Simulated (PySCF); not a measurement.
Gas-phase reaction: 3 GaH3.NH3 + 2 N2 = 3 GaNH2 + 4 NH3. Level: ωB97X-V/def2-TZVP†; standard pressure 1 bar.

Energies from PySCF, thermal terms from the rigid-rotor harmonic-oscillator model, ideal gas at 1 bar. † marks an energy on the PBE0/def2-TZVP geometry and frequencies. All species are closed-shell singlets. Ga: all electrons, no relativistic terms. Adducts (GaH3.NH3) have no counterpoise correction, and HF, PBE, BLYP, B3LYP and PBE0 lack dispersion. GaH3.NH3, GaNH2: computed as isolated molecules; such fragments, hydroxides, amides, oligomers or adducts are transient or little studied in the gas. The harmonic model lacks anharmonicity and excited electronic states, which grow with temperature; levels with a mode under 35 cm⁻¹ are left out. Soft modes under 120 cm⁻¹ make the harmonic entropy rough for GaH3.NH3.

| T (K) | 1000/T (1/K) | log10 K |
|---|---|---|
| 1200 | 0.8333 | 7.64 |
| 1400 | 0.7143 | 8.22 |
| 1600 | 0.6250 | ? |
| 1800 | 0.5556 | 8.84 |
| 2000 | 0.5000 | 9.00 |
| 2500 | 0.4000 | 9.18 |

Task: Fit log10 K = a + b·(1000/T) to the five rows, get the mean ΔH° and ΔS°, and predict log10 K at 1600 K.

Result: Means: 1000/T = 0.6006, log10 K = 8.576. Sums of products about the means: Sxy = -0.43398, Sxx = 0.119463, so b = Sxy/Sxx = -3.63 and a = 8.576 − (-3.63)×0.6006 = 10.76.
ΔH° = −R ln 10 × 1000 K × b = −19.145 × (-3.63) = 69 kJ; ΔS° = R ln 10 × a = 206 J/K. The run's own values go from 100 kJ and 229 J/K at 1200 K to 20 kJ and 184 J/K at 2500 K.
Prediction at 1600 K: 10.76 + (-3.63)×0.6250 = 8.49. The computed value is 8.60, 0.11 from the line.
For scale, ΔH°(298 K) is 145 kJ at this level, 101 kJ at ωB97M-V/def2-TZVP†, and runs from -329 to 292 kJ over the 20 levels computed.
